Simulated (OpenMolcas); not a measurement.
An atom or ion with 48 electrons was computed by MS-CASPT2, IPEA 0.25 Eh, imaginary shift 0.1 Eh with spin-orbit coupling (OpenMolcas, ANO-RCC-VTZP, DKH2). The lowest levels that the run gave, each within 12 % of the measured value where one is at hand:

| J | Parity | E (cm⁻¹) | g |
| --- | --- | --- | --- |
| 0 | even | 0.0 |  |
| 0 | odd | 97350 |  |
| 1 | odd | 101330 | 1.486 |
| 2 | odd | 113060 | 1.501 |
| 1 | odd | 141870 | 1.016 |
| 0 | even | 225760 |  |
| 1 | even | 235360 | 1.501 |
| 2 | even | 237360 | 1.219 |
| 2 | even | 251880 | 1.282 |
| 0 | even | 275550 |  |

Task: Which ion is it, and what are the configurations and terms?

Result: Xe⁶⁺ (Z = 54, charge +6; active space 2 electrons in 4 orbitals (5s 5p)). J, parity and g give the terms where levels are pure, and mixed ones are named by the computed weights; the size of the splittings, set against known spectra of the 48-electron sequence, gives the charge. In order, with the measured energies in cm⁻¹ (Saloman, J. Phys. Chem. Ref. Data 33, 765 (2004)): 5s² ¹S₀, 5s 5p ³P°₀ (96141), 5s 5p ³P°₁ (100451), 5s 5p ³P°₂ (113676), 5s 5p ¹P°₁ (143259), 5p² ³P₀ (223673), 5p² ³P₁ (234685), 5p² ¹D₂ [56 %] (236100), 5p² ³P₂ [56 %] (251853), 5p² ¹S₀ (273208).

CASPT2 does not keep the components of a term degenerate, so their means are used; among the terms shown or strongly mixed into the levels shown the widest spread is 17 cm-1 (5p² ¹D). Over all roots computed the reference weight is 0.90 to 0.96; the roots of lowest weight are the least certain, and an intruder state may touch them. The ¹D term of p² mixes with s d, which this space lacks. Measured partners are found by configuration, term and J. A level has none where our copy of the source lacks it or the pairing is in doubt (some pairs that miss far off the trend of their configuration count as doubtful), and it then counts in no deviation. Only configurations of the active space appear.

A share in square brackets marks a mixed level and gives the weight of the term that names it. ° marks odd parity.
